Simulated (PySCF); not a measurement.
## Zr(2+) (zirconium, charge +2): M06-L calculation

Configuration: [Kr] 4d2, high-spin 3F determinant. Calculation: PySCF 2.14, in aug-cc-pVDZ-PP with ECP28MDF; a scalar-relativistic core potential.

```
Total energy                                                  : -46.0503 hartree
One-electron energy                                           : -71.6047 hartree
Hartree (Coulomb) energy                                      : 31.0673 hartree
Exchange-correlation energy                                   : -5.5129 hartree
⟨S²⟩                                                          : 2.0007
⟨L²⟩                                                          : 12.011
Sum of ⟨r⟩                                                    : 14.75 bohr
Sum of ⟨r²⟩                                                   : 25.48 bohr²
Traceless quadrupole moment −½Σ⟨3z² − r²⟩ along its main axis : 0.00558 e·bohr²
Time after the integrals                                      : 0.98 s of wall time on 1 thread of Neoverse-V2 (shared host)
```

| shell | electrons | mean orbital energy (eV) | spread (eV) | rms radius, mean of both spins (bohr) |
| --- | --- | --- | --- | --- |
| 4s α | 1 | -70.952 | 0 | 1.30 |
| 4s β | 1 | -69.168 | 0 | 1.30 |
| 4p α | 3 | -48.036 | 0.001 | 1.47 |
| 4p β | 3 | -46.412 | 0 | 1.47 |
| 4d α | 2 | -17.998 | 0.001 | 2.15 |

Energies and moments cover only the electrons outside the core potential.
